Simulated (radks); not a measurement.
Q: Valence configurations of Pb II. All-electron calculation, scalar-relativistic Kohn-Sham, r2SCAN, spin-polarised, spherical densities, finite nucleus; open shells are filled with parallel spins first (spin-orbit coupling, left out, can overturn this in heavy ions); meta-GGA in the generalised Kohn-Sham scheme; Fermi nuclear charge, rms radius 5.5012 fm. Program: a radial shooting solver on a logarithmic mesh with Libxc functionals. Order these by energy: [Xe] 4f14 5d10 6s1.5 6p1.5; [Xe] 4f12 5d10 6s2 6p3; [Xe] 4f14 5d10 6s1 6p2; [Xe] 4f13.5 5d10 6s2 6p1.5; [Hg] 6p1; [Xe] 4f14 5d9 6s2 6p2; [Xe] 4f14 5d10 6p3; [Xe] 4f14 5d9 6s1.5 6p2.5; [Xe] 4f13 5d10 6s2 6p2; [Xe] 4f14 5d8 6p5.

A: From the lowest, in eV above it: [Hg] 6p1 0.000; [Xe] 4f14 5d10 6s1.5 6p1.5 4.093; [Xe] 4f14 5d10 6s1 6p2 7.632; [Xe] 4f14 5d10 6p3 17.712; [Xe] 4f14 5d9 6s2 6p2 20.174; [Xe] 4f14 5d9 6s1.5 6p2.5 24.105; [Xe] 4f14 5d8 6p5 67.681; [Xe] 4f13.5 5d10 6s2 6p1.5 67.980; [Xe] 4f13 5d10 6s2 6p2 140.13; [Xe] 4f12 5d10 6s2 6p3 297.31. NIST lists [Hg] 6p1 as the ground configuration; this level of theory agrees among the configurations tried. The energies are those of spherical high-spin densities, not of single terms.
